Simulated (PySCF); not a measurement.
Li2, charge +1, doublet, geometry from GFN2-xTB (such geometries of metal compounds can be far from the true shape) (a state made from the parent by changing its charge; the spin is typed, not shown lowest). Base run: B3LYP/6-31G run with PySCF.

The PySCF input:
```python
from pyscf import gto, scf, dft

mol = gto.M(
    atom='''
Li   -0.000000   -0.000000   -1.370322
Li    0.000000    0.000000    1.370322
''',
    basis='6-31g',
    charge=1,
    spin=1,
    verbose=5,
)

mf = dft.UKS(mol)
mf.xc = 'b3lyp'
mf.kernel()
mo_i, mo_e, stable_i, stable_e = mf.stability(internal=True, external=False, return_status=True, nroots=6, tol=1e-6)
print('internally stable:', stable_i, ' externally stable:', stable_e)
if not stable_i:
    umf = mf.copy()
    umf.scf_summary = {}
    umf.kernel(umf.make_rdm1(mo_i, mf.mo_occ))
```

The bond that is stretched is that between atoms 1 and 2. A test that says stable can miss a lower solution.

Variants of this job, named by their change:

| change | ΔE vs base (kcal/mol) | <S^2> | stability test says |
|---|---|---|---|
| base | 0.000 | 0.750 | internally stable (external not tested) |
| bond × 1.25 | -1.26 | 0.750 | internally stable (external not tested) |
| bond × 1.5 | 2.68 | 0.750 | internally stable (external not tested) |
| bond × 1.8 | 7.53 | 0.750 | internally stable (external not tested) |
| bond × 2.2 | 11.18 | 0.750 | internally stable (external not tested) |
| bond × 3.0 | 11.90 | 0.750 | internally stable (external not tested) |

On stretching, the SCF can end on different states; <S^2> shows the spin contamination of each.
